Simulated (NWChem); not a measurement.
Molecule: C4H3N; SMILES C#CCC#N

```xyz
8

C      0.5835    -2.1932     0.0000
C     -0.0617    -1.1715     0.0000
C     -0.8549     0.0546     0.0000
C     -0.0470     1.2758     0.0000
N      0.5757     2.2497     0.0000
H      1.1615    -3.0993     0.0000
H     -1.5163     0.0786     0.8833
H     -1.5163     0.0786    -0.8833
```
Atoms are numbered in this order, from 1.

Program: NWChem. Pople sets run with spherical d functions. The geometry was optimised at PBE0/def2-SVP. B3LYP is NWChem's, with the RPA form of VWN correlation. Atomic charges in e: unrestrained fits to the electrostatic potential beside Mulliken populations; buried atoms are poorly determined by the fit.

For level Hartree-Fock/6-31G*:

```
Quantity     Value
-----------  -----
Mulliken C2   0.10
Mulliken C3  -0.43
Mulliken C4   0.28
Mulliken N5  -0.39
```

Problem. What are these values for level B3LYP/def2-SVP?

Solution. 
- Mulliken C2: 0.26
- Mulliken C3: 0.19
- Mulliken C4: -0.27
- Mulliken N5: 0.05
